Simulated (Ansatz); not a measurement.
C₄H₄N, SMILES [N]1C=CC=C1, multiplicity 2.

Coordinates come from a r2SCAN-D4/def2-SVP optimisation. The isomer is the one that the SMILES or the coordinates give; other isomers of the formula were not compared.

Two levels are set side by side: PBE/def2-SVPD (Ansatz, a quantum-chemistry and plane-wave program) and CAM-B3LYP/def2-SVPD (Ansatz). Energy differences of separate SCF runs at the same geometry; the states with an electron removed or added have multiplicity 1 and 1. Differences are taken from unrounded values.

```tsv
quantity	CAM-B3LYP	PBE	PBE minus CAM-B3LYP
vertical ionisation energy (eV)	9.45	9.43	-0.03
vertical electron affinity (eV)	1.86	1.92	0.06
```
